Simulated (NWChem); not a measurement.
**Correlation energy of AgI**

```
Ag
I 1 2.5850
```
Charge 0, spin multiplicity 1.

Program: NWChem. Structure: optimised with PBE/def2-SVP with def2 effective core potentials on Ag, I, a minimum by its harmonic frequencies.

Basis set: def2-TZVP. Each correlation energy counts from its own Hartree-Fock reference.

Effective core potentials replace the inner electrons of Ag, I; spin-orbit coupling is left out. The correlated methods keep 8 core orbitals frozen. The structure started from a generated list of species. No row is a measurement; the coupled-cluster row has its own basis-set and correlation limits.

Question: For the correlation energy, CCSD+T(CCSD) gives -761.7 mHa and SCS-MP2 gives -692.6 mHa. What do CR-CCSD(T), MP2, CCSD(T) give?

Answer: CR-CCSD(T): -757.4 mHa; MP2: -788.8 mHa; CCSD(T): -761.2 mHa.
